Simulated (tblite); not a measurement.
Record of a relaxation.

Compound: C6H11BF2Si.
SMILES with atom numbers: `[CH2:1]=[C:2]([CH3:3])[C@@H:4]1[CH2:5][SiH2:6][C@H:7]1[B:8]([F:9])[F:10]` (hydrogens: H11, H12 on C1; H13, H14, H15 on C3; H16 on C4; H17, H18 on C5; H19, H20 on Si6; H21 on C7)

Computed with GFN2-xTB (tblite), gas phase: L-BFGS steps from a force-field or distance-geometry start until the largest atomic force falls under 0.01 eV/Å. 7 of its 140 geometries are shown.

Step 0: E = -840.9846 eV, largest atomic force 3.474 eV/Å
```
atom  x, y, z in Å  |  force x, y, z in eV/Å
C1      1.704   -0.723   -1.152   -1.002   0.296   0.639
C2      1.361   -0.217    0.044    0.369  -0.180  -0.348
C3      2.478    0.196    0.991   -0.382   0.457   0.127
C4     -0.090   -0.065    0.477    0.557  -0.428   0.848
C5     -0.901   -1.379    0.396    0.075  -1.092   0.343
Si6    -2.129   -0.649   -0.811   -1.173  -0.638  -0.286
C7     -0.944    0.760   -0.503   -0.105   2.727   0.209
B8     -1.672    2.016    0.170   -0.208   1.054   0.383
F9     -1.548    3.315   -0.435   -0.711  -2.682   1.695
F10    -2.446    1.854    1.388    1.778   0.786  -2.879
H11     2.733   -0.821   -1.446   -0.070  -0.041  -0.024
H12     0.931   -1.038   -1.857    0.454   0.107   0.198
H13     3.112   -0.671    1.230   -0.140   0.424  -0.164
H14     2.071    0.597    1.940    0.222  -0.229  -0.523
H15     3.079    1.001    0.513   -0.265  -0.659   0.386
H16    -0.157    0.321    1.538    0.243  -0.169  -1.132
H17    -0.346   -2.228   -0.052   -0.138   0.387   0.804
H18    -1.387   -1.646    1.353    0.691  -0.191  -0.392
H19    -3.454   -0.452   -0.204    0.039  -0.085  -0.350
H20    -1.989   -1.209   -2.155   -0.249   0.086  -0.088
H21    -0.414    1.052   -1.425    0.013   0.068   0.557
```

Step 23: E = -841.8768 eV, largest atomic force 0.159 eV/Å
```
atom  x, y, z in Å  |  force x, y, z in eV/Å
C1      1.650   -0.725   -1.149    0.024   0.011   0.021
C2      1.352   -0.234    0.045    0.074   0.021  -0.071
C3      2.425    0.208    1.000    0.068   0.015   0.048
C4     -0.073   -0.095    0.490   -0.018  -0.071   0.050
C5     -0.877   -1.416    0.412   -0.113  -0.058  -0.095
Si6    -2.128   -0.659   -0.821    0.006  -0.048   0.025
C7     -0.911    0.807   -0.465   -0.037   0.010  -0.008
B8     -1.604    2.028    0.170   -0.016   0.018  -0.038
F9     -1.734    3.192   -0.451   -0.087   0.056   0.000
F10    -2.199    1.998    1.357    0.090   0.019  -0.030
H11     2.667   -0.827   -1.483    0.075  -0.005  -0.004
H12     0.891   -1.041   -1.843   -0.043  -0.017  -0.019
H13     3.082   -0.622    1.255   -0.010  -0.059  -0.002
H14     1.998    0.598    1.919   -0.003   0.010   0.031
H15     3.048    0.985    0.561   -0.029   0.023  -0.069
H16    -0.090    0.302    1.504   -0.085   0.042   0.093
H17    -0.264   -2.238    0.047   -0.055  -0.043   0.018
H18    -1.288   -1.713    1.376    0.032   0.005  -0.047
H19    -3.510   -0.504   -0.355    0.100  -0.011  -0.019
H20    -2.106   -1.107   -2.221    0.032   0.038   0.116
H21    -0.338    1.081   -1.349   -0.004   0.045   0.000
```

Step 46: E = -841.9121 eV, largest atomic force 0.029 eV/Å
```
atom  x, y, z in Å  |  force x, y, z in eV/Å
C1      1.653   -0.731   -1.127    0.007  -0.007  -0.017
C2      1.346   -0.243    0.066    0.022  -0.019  -0.002
C3      2.424    0.215    1.008    0.001   0.007   0.005
C4     -0.084   -0.118    0.510    0.022  -0.008  -0.012
C5     -0.898   -1.436    0.379    0.002   0.011  -0.003
Si6    -2.122   -0.641   -0.843   -0.002   0.014  -0.002
C7     -0.904    0.811   -0.434    0.000  -0.003   0.002
B8     -1.585    2.049    0.176   -0.004  -0.001   0.008
F9     -2.064    3.046   -0.560   -0.008  -0.002   0.001
F10    -1.831    2.195    1.472   -0.005   0.000   0.013
H11     2.674   -0.814   -1.457    0.010  -0.008   0.003
H12     0.900   -1.065   -1.822   -0.008  -0.004  -0.003
H13     3.075   -0.617    1.273   -0.008   0.008   0.007
H14     2.006    0.629    1.922   -0.001   0.009   0.005
H15     3.039    0.978    0.534    0.010   0.001   0.014
H16    -0.122    0.255    1.535   -0.015  -0.010  -0.017
H17    -0.295   -2.260    0.004   -0.009   0.006   0.015
H18    -1.324   -1.752    1.330    0.017  -0.001  -0.004
H19    -3.509   -0.514   -0.395    0.003   0.013  -0.006
H20    -2.054   -1.046   -2.248   -0.013  -0.002   0.004
H21    -0.334    1.078   -1.323   -0.020  -0.006  -0.009
```

Step 70: E = -841.9145 eV, largest atomic force 0.020 eV/Å
```
atom  x, y, z in Å  |  force x, y, z in eV/Å
C1      1.676   -0.747   -1.126    0.004   0.005  -0.002
C2      1.357   -0.246    0.059   -0.004   0.001  -0.006
C3      2.421    0.222    1.014   -0.004   0.002   0.000
C4     -0.075   -0.117    0.491   -0.007   0.003   0.001
C5     -0.896   -1.429    0.366    0.006  -0.008   0.002
Si6    -2.135   -0.628   -0.837    0.004   0.019  -0.004
C7     -0.899    0.815   -0.446   -0.015  -0.002  -0.007
B8     -1.588    2.040    0.183   -0.003  -0.012  -0.001
F9     -2.115    3.024   -0.537    0.005   0.007  -0.003
F10    -1.807    2.173    1.485    0.000   0.006   0.002
H11     2.700   -0.837   -1.445    0.011   0.000   0.001
H12     0.929   -1.086   -1.825   -0.008  -0.001   0.005
H13     3.053   -0.613    1.315   -0.001   0.006   0.004
H14     1.986    0.663    1.906    0.006   0.008   0.004
H15     3.059    0.967    0.540    0.008  -0.012  -0.005
H16    -0.118    0.258    1.515   -0.001  -0.007   0.012
H17    -0.304   -2.255   -0.021    0.010  -0.012  -0.009
H18    -1.305   -1.751    1.322   -0.005  -0.001   0.008
H19    -3.514   -0.475   -0.376    0.001  -0.003   0.002
H20    -2.091   -1.044   -2.240   -0.006   0.004  -0.004
H21    -0.343    1.083   -1.343   -0.002  -0.003  -0.001
```

Step 93: E = -841.9332 eV, largest atomic force 0.104 eV/Å
```
atom  x, y, z in Å  |  force x, y, z in eV/Å
C1      1.720   -0.754   -1.111    0.003  -0.002   0.009
C2      1.373   -0.241    0.061    0.031   0.024  -0.027
C3      2.403    0.282    1.023    0.011  -0.007   0.042
C4     -0.070   -0.159    0.476    0.016   0.007  -0.002
C5     -0.876   -1.474    0.282   -0.003   0.010   0.021
Si6    -2.175   -0.608   -0.811   -0.001  -0.006   0.010
C7     -0.895    0.799   -0.432   -0.014  -0.005  -0.004
B8     -1.562    2.034    0.199    0.056  -0.021  -0.015
F9     -2.124    2.989   -0.529   -0.032   0.081  -0.051
F10    -1.736    2.207    1.502    0.005  -0.027   0.056
H11     2.748   -0.821   -1.422    0.014   0.032  -0.003
H12     0.989   -1.138   -1.802    0.003   0.000  -0.028
H13     2.808   -0.544    1.613   -0.040   0.050  -0.006
H14     1.970    1.005    1.712    0.002  -0.014  -0.057
H15     3.233    0.754    0.498   -0.074  -0.073   0.006
H16    -0.133    0.179    1.511   -0.006  -0.061   0.025
H17    -0.289   -2.262   -0.185    0.002   0.030   0.009
H18    -1.250   -1.870    1.223    0.012  -0.021   0.025
H19    -3.513   -0.502   -0.229    0.006   0.034   0.011
H20    -2.276   -0.911   -2.238    0.034  -0.037  -0.019
H21    -0.351    1.051   -1.342   -0.025   0.006  -0.002
```

Step 116: E = -841.9772 eV, largest atomic force 0.074 eV/Å
```
atom  x, y, z in Å  |  force x, y, z in eV/Å
C1      1.768   -0.724   -1.137   -0.020  -0.005   0.026
C2      1.373   -0.247    0.034    0.042   0.016   0.023
C3      2.336    0.338    1.021    0.024  -0.021   0.067
C4     -0.070   -0.218    0.451    0.024   0.023  -0.015
C5     -0.857   -1.534    0.218   -0.006   0.000  -0.004
Si6    -2.220   -0.619   -0.745   -0.017   0.035  -0.029
C7     -0.905    0.766   -0.418    0.014   0.001  -0.007
B8     -1.502    2.023    0.235   -0.001  -0.026  -0.012
F9     -1.965    3.045   -0.476   -0.014   0.050   0.008
F10    -1.716    2.153    1.538    0.020   0.005   0.008
H11     2.805   -0.728   -1.427   -0.003   0.019   0.000
H12     1.076   -1.135   -1.852   -0.018  -0.010  -0.025
H13     2.357   -0.277    1.921   -0.004   0.022   0.025
H14     2.017    1.340    1.309    0.008  -0.021  -0.016
H15     3.343    0.388    0.616   -0.009   0.007  -0.025
H16    -0.142    0.074    1.501    0.025  -0.013  -0.016
H17    -0.284   -2.256   -0.359    0.013  -0.009  -0.008
H18    -1.141   -2.025    1.146   -0.022  -0.006   0.024
H19    -3.500   -0.431   -0.064   -0.017  -0.047  -0.010
H20    -2.394   -0.920   -2.166   -0.025  -0.012   0.006
H21    -0.385    1.004   -1.345   -0.017  -0.007  -0.019
```

Step 139: E = -841.9818 eV, largest atomic force 0.008 eV/Å
```
atom  x, y, z in Å  |  force x, y, z in eV/Å
C1      1.773   -0.714   -1.135    0.001   0.004   0.001
C2      1.374   -0.244    0.038   -0.002   0.001   0.000
C3      2.331    0.342    1.032   -0.005  -0.004   0.000
C4     -0.074   -0.221    0.442   -0.002   0.007  -0.001
C5     -0.857   -1.539    0.206    0.001   0.003  -0.002
Si6    -2.231   -0.626   -0.748   -0.004  -0.003   0.003
C7     -0.915    0.760   -0.427    0.002   0.000  -0.002
B8     -1.482    2.026    0.238   -0.001  -0.004   0.002
F9     -1.966    3.053   -0.451   -0.002   0.004   0.003
F10    -1.627    2.165    1.550    0.000   0.008  -0.001
H11     2.810   -0.711   -1.423    0.002   0.001  -0.001
H12     1.083   -1.117   -1.857    0.000   0.000   0.003
H13     2.299   -0.222    1.964    0.000  -0.008   0.001
H14     2.047    1.369    1.258   -0.005  -0.001  -0.004
H15     3.349    0.333    0.651    0.003  -0.001   0.001
H16    -0.149    0.070    1.491    0.001   0.000   0.001
H17    -0.284   -2.259   -0.374    0.002  -0.001   0.004
H18    -1.142   -2.031    1.134    0.003  -0.002  -0.003
H19    -3.514   -0.484   -0.061    0.003   0.001   0.003
H20    -2.426   -0.925   -2.167    0.001  -0.003  -0.003
H21    -0.407    0.991   -1.364   -0.001  -0.003  -0.005
```

Question: Summarise the path.

Answer: The energy falls by 0.9971 eV from step 0 to step 139; nine tenths of that is first reached at step 25. It rises by more than 0.2 meV at steps 85, 88, 91, 94 and 97. The largest force goes from 3.474 to 0.008 eV/Å. Among the bonds B8–F10 changes most, from 1.452 to 1.328 Å; the atoms move by 0.489 Å rms after alignment.

Question: Follow the three bonds and two angles with the largest change from start to end.

Answer: 
```tsv
step	E above end (eV)	largest force (eV/Å)	B8–F10 (Å)	B8–F9 (Å)	Si6–C7 (Å)	H19–Si6–H20 (°)	F9–B8–F10 (°)
0	0.9971	3.474	1.452	1.438	1.867	121.2	120.0
6	0.1780	0.349	1.328	1.326	1.921	118.9	111.9
12	0.1279	0.152	1.330	1.328	1.942	112.3	112.9
18	0.1160	0.096	1.328	1.326	1.936	109.9	112.8
24	0.1012	0.173	1.329	1.327	1.936	110.7	113.5
30	0.0830	0.192	1.331	1.332	1.938	111.4	113.3
36	0.0751	0.072	1.328	1.329	1.937	111.4	113.0
42	0.0708	0.037	1.327	1.329	1.938	111.5	113.1
48	0.0693	0.031	1.327	1.328	1.937	111.0	113.1
54	0.0685	0.031	1.327	1.328	1.939	110.8	113.0
60	0.0680	0.021	1.327	1.328	1.938	110.8	113.1
66	0.0675	0.019	1.327	1.328	1.938	111.0	113.0
73	0.0670	0.026	1.327	1.328	1.939	111.1	113.1
79	0.0659	0.038	1.328	1.328	1.939	110.9	113.1
85	0.0647	0.337	1.327	1.328	1.937	110.3	113.1
91	0.0679	0.759	1.327	1.326	1.940	109.3	113.0
97	0.0480	0.664	1.326	1.329	1.942	110.4	112.5
103	0.0231	0.203	1.329	1.332	1.943	111.2	113.0
109	0.0117	0.098	1.328	1.329	1.936	111.5	113.2
115	0.0054	0.083	1.327	1.327	1.938	111.9	113.3
121	0.0016	0.033	1.327	1.328	1.938	111.3	113.0
127	0.0006	0.024	1.327	1.328	1.938	111.1	112.9
133	0.0001	0.012	1.328	1.328	1.939	111.2	113.0
139	0.0000	0.008	1.328	1.328	1.938	111.0	113.1
```

The cost below is that of the whole relaxation. Time: 5.5 s wall, 4.1 s CPU. Hardware: an Intel Xeon at 2.50 GHz with one thread, shared host with 64 logical CPUs at a one-minute load of 58.
